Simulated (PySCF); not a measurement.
C2H8B2N2.
SMILES with atom numbers: `[CH:1]#[C:2][BH-:3]1[NH2+:4][BH2-:5][NH2+:6]1` (hydrogens: H7 on C1; H8 on B3; H9, H10 on N4; H11, H12 on B5; H13, H14 on N6)

The closed-shell ground state was solved at several levels (PySCF, density fitting, gas phase, non-relativistic). Isolated species at its GFN2-xTB geometry, gas phase.

```csv
level,basis functions,HOMO (eV),LUMO (eV),gap (eV),dipole (D)
CAM-B3LYP/def2-SVPD,184,-8.83,0.75,9.58,0.13
B3LYP/pcJ-1,242,-7.18,0.44,7.62,0.19
```

(1) What might PBE0/pcSseg-1 (142 basis functions) give for the same quantities?

(2) Over all these levels, which gives the widest orbital gap and which the narrowest?

(3) How far do the dipole and the HOMO energy spread over the levels?

Results:

(1) HOMO -7.43 eV, LUMO 0.69 eV, gap 8.12 eV, dipole 0.22 D.

(2) CAM-B3LYP/def2-SVPD (range-separated hybrid) has the widest, 9.58 eV, and B3LYP/pcJ-1 (global hybrid, 20 % exact exchange) the narrowest, 7.62 eV. Functional and basis both differ between the two, so the spread mixes both effects.

(3) The dipole runs from 0.13 to 0.22 D (mean 0.18 D) and the HOMO from -8.83 to -7.18 eV.
